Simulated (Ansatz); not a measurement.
Consider the redistribution: `O=C=[N][Al]([Cl])[Cl]` + `[O]=[W]([F])([F])([F])[F]` → `O=C=[N][Al]([F])[Cl]` + `[O]=[W]([F])([F])([F])[Cl]`.

Program: Ansatz. Geometries: PBE0-D4/def2-TZVP. ΔE: electronic, gas phase. CBS: MP2 limit from def2 TZ/QZ plus the TZ coupled-cluster correction, frozen cores. DFT in def2-TZVPP. Elements past krypton have def2 core potentials. For W outer-core shells are correlated without core-valence functions, which leaves a few kJ/mol of doubt a bond. One conformer a species, not always the lowest.

CCSD(T)/CBS gives -0.03 eV.

Another level gave -0.06 eV. Which?
A. ωB97M-V/def2-TZVPP
B. MP2/def2-TZVPP
C. LDA (SPW92)/def2-TZVPP
D. SCS-MP2/def2-TZVPP

D. SCS-MP2/def2-TZVPP -0.06, ωB97M-V 0.07, LDA (SPW92) 0.02, MP2/def2-TZVPP -0.11 eV.

Largest T1 diagnostic among the species: 0.021, so the coupled-cluster value is less sure than usual.

In def2-TZVPP, CCSD(T) changes the Hartree–Fock value by −0.13 eV (the triples alone add −0.03 eV) and MP2 by −0.22 eV. At CCSD(T), def2-SVP lies +0.16 eV from the extrapolated value and def2-TZVPP +0.02 eV. Leaving LDA and LC-ωPBE aside and taking each functional with its dispersion term where it has one, the values, not all of them listed here, spread over 0.12 eV, from B2PLYP to ωB97X-V.
